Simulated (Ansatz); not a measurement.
Relaxation of a periodic cell of 20 atoms, N (contents 10 N2, density as packed 0.80 g/cm³ with natural masses), to a largest force component of 0.3 eV/Å in at most 15 steps.

Level of theory: DFT PBE-D3(BJ), scalar-relativistic, plane waves, PAW in Ansatz 0.2.0. Settings: cutoff 420 eV, k mesh 1x1x1, fermi-dirac smearing 0.02 eV, no spin polarisation.

```xyz
20
Lattice="8.3396 0.0000 0.0000 0.0000 8.3396 0.0000 0.0000 0.0000 8.3396" Properties=species:S:1:pos:R:3
N 2.786 0.789 6.708
N 1.762 1.086 7.083
N 2.648 6.185 0.369
N 2.034 5.334 0.788
N 1.004 7.331 4.658
N 0.471 8.142 4.081
N 6.032 1.335 5.552
N 6.607 2.063 4.906
N 5.492 4.089 1.889
N 5.909 3.068 1.642
N 8.031 6.090 -0.075
N 8.029 5.012 0.263
N 4.596 0.397 1.217
N 4.600 0.174 0.109
N 5.453 4.366 6.741
N 5.599 4.777 5.698
N 4.156 7.225 3.888
N 3.622 7.237 2.893
N 2.419 2.595 4.516
N 1.916 3.152 3.671
```

**Question.** Where does it end, and by what steps?

**Answer.** It converged. The threshold is loose, so the end isn't yet a minimum. The force dipped under the threshold on the way, but the program's further checks kept it going. Limits of this set-up: coarse k mesh. After 16 steps the energy has fallen by 1.489 eV; N6 moved furthest, 1.37 Å.

| step | energy less start (eV) | largest force component (eV/Å) | accepted |
| --- | --- | --- | --- |
| 0 | 0.0000 | 3.796 | yes |
| 1 | -0.9474 | 1.519 | yes |
| 2 | -1.1515 | 2.359 | yes |
| 3 | -1.3117 | 0.881 | yes |
| 4 | -1.3711 | 0.319 | yes |
| 5 | -1.3919 | 1.040 | yes |
| 6 | -1.3478 | 2.034 | no |
| 7 | -1.4185 | 0.689 | yes |
| 8 | -1.4331 | 0.453 | yes |
| 9 | -1.4331 | 1.692 | no |
| 10 | -1.4332 | 0.453 | yes |
| 11 | -1.4332 | 1.690 | yes |
| 12 | -1.4711 | 0.182 | yes |
| 13 | -1.4711 | 0.182 | yes |
| 14 | -1.4460 | 1.505 | no |
| 15 | -1.4778 | 0.464 | yes |
| 16 | -1.4893 | 0.185 | yes |

```xyz
20
Lattice="8.3396 0.0000 0.0000 0.0000 8.3396 0.0000 0.0000 0.0000 8.3396" Properties=species:S:1:pos:R:3
N 2.204 0.650 6.596
N 1.585 1.331 7.205
N 2.842 5.829 0.262
N 2.721 4.854 0.760
N 0.218 6.545 4.616
N -0.132 6.980 3.663
N 6.367 1.345 5.604
N 7.240 1.670 5.013
N 5.677 4.338 2.331
N 6.229 3.405 2.132
N 7.998 6.827 -0.195
N 7.684 5.774 -0.107
N 4.668 0.731 0.914
N 5.134 0.021 0.210
N 4.963 4.317 6.526
N 5.584 4.770 5.736
N 4.418 7.391 4.069
N 3.482 7.115 3.555
N 2.608 3.040 4.025
N 1.675 3.514 3.679
```

Time of the run: 60 s on 1 CPU thread of a shared host.
